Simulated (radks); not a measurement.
Ionisation of neutral fluorine, [He] 2s2 2p5, to [He] 2s2 2p4 as the strength of local exchange is varied. Calculated with a radial shooting solver on a logarithmic mesh with Libxc functionals: non-relativistic Kohn-Sham, Slater X-alpha exchange (alpha = 2/3 is LDA exchange), no correlation, spin-polarised, spherical densities, point nucleus; open shells are filled with parallel spins first.

| alpha | E(F) (hartree) | exchange (hartree) | IE (eV) | -e of the level emptied (eV) | <r> of it (bohr) |
|---|---|---|---|---|---|
| 0.595 | -97.51377 | -7.93657 | 15.190 | 7.914 (2p) | 1.167 |
| 0.667 | -98.47847 | -8.97668 | 16.264 | 8.874 (2p) | 1.144 |
| 0.72 | -99.19408 | -9.75313 | 17.079 | 9.611 (2p) | 1.127 |
| 0.782 | -100.03711 | -10.67300 | 18.058 | 10.504 (2p) | 1.109 |
| 0.811 | -100.43360 | -11.10755 | 18.526 | 10.934 (2p) | 1.101 |
| 0.817 | -100.51581 | -11.19779 | 18.623 | 11.023 (2p) | 1.099 |
| 1.011 | -103.20566 | -14.17835 | 21.914 | 14.092 (2p) | 1.049 |

NIST Atomic Spectra Database: 17.423 eV (measured). The Delta-SCF value meets it near alpha = 0.74. Open shells are spherical and high-spin; term and fine-structure splittings are not resolved.
